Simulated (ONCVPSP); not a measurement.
## Transferability test, ONCV potential for O (Z = 8)

- Element: oxygen (O)
- Generator: ONCVPSP 4.0.1
- Type: optimised norm-conserving Vanderbilt (ONCV)
- Functional: LDA (Perdew-Wang 92)
- Relativity: non-relativistic
- Frozen core: [He]
- Valence charge: 6
- Reference configuration: 2s2 2p3.5 (charge +0.5)
- Partial waves: 2s: rc 0.80 bohr, ncon 4, nbas 8, qcut 7.5 1/bohr, 1 projector; 2p: rc 1.65 bohr, ncon 4, nbas 9, qcut 9.2 1/bohr, 2 projectors, debl 3 Ha; d scattering state at 0.03 Ha: rc 1.80 bohr, ncon 4, nbas 7, qcut 4.6 1/bohr, 1 projector
- Local potential: polynomial inside 0.70 bohr (lpopt 5, dvloc0 6 Ha)
- Core correction: Teter function, fcfact 2, rcfact 1.45

Energies are relative to the spin-unpolarised reference configuration 2s2 2p3.5; without spin polarisation the order of configurations can differ from experiment.

```json
{"valence configuration": "2s2 2p4", "charge": "0", "ΔE all-electron (eV)": "-6.370", "error AE − PS (meV)": "+6.3"}
{"valence configuration": "2s0 2p6", "charge": "0", "ΔE all-electron (eV)": "22.753", "error AE − PS (meV)": "+146"}
```

Q: What are ΔE and the potential's error for 2s2 2p3?

A: ΔE = 10.223 eV all-electron; the error (AE − PS) is +14 meV.

Q: What are ΔE and the potential's error for 2s2 2p2?

A: ΔE = 43.943 eV all-electron; the error (AE − PS) is +219 meV.
